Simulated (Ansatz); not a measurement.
Species: H₃BF₂Si, SMILES `FB(F)[SiH3]` (charge 0, multiplicity 1).

Q: Give a relaxed geometry from Ansatz (a program for electronic structure) with PBE-D3(BJ)/def2-TZVP.

A: the end point of this relaxation (outside a Z-matrix the atoms follow the SMILES, hydrogens last).
Z-matrix (Å, degrees):
```
Si
H 1 1.4936
H 1 1.4939 2 109.89
H 1 1.4974 2 108.76 3 -118.81
B 1 2.0376 2 110.82 4 -118.67
F 5 1.3333 1 121.96 2 26.94
F 5 1.3335 6 116.30 1 -178.70
```
